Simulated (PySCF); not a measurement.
C2H7NOSi2, SMILES [SiH2](C)[SiH2]OC#N.

Coordinates come from a PBE0-D3(BJ)/def2-SVP optimisation. This is a generated structure with no PubChem entry under its InChIKey; it may be hypothetical. The values are those of a single conformer.

Calculation: SMD-PBE0/6-31G* run with PySCF.

Solvation free energies are E(SMD) − E(gas) at the gas-phase geometry, for 1 M in both phases. In vacuum the dipole moment is 5.72 D.

| solvent | ΔG(solv) (kcal/mol) | its non-electrostatic (CDS) part | dipole (D) |
|---|---|---|---|
| water | (withheld) | (withheld) | (withheld) |
| toluene | -2.3 | 1.3 | 6.38 |
| dichloromethane | -4.7 | 1.8 | 6.90 |

Question: What belongs in the gaps? (The exact figures need the calculation; the answer reports its results.)

Answer: 
- water, ΔG(solv) (kcal/mol): -0.5
- water, its non-electrostatic (CDS) part: 7.3
- water, dipole (D): 7.10
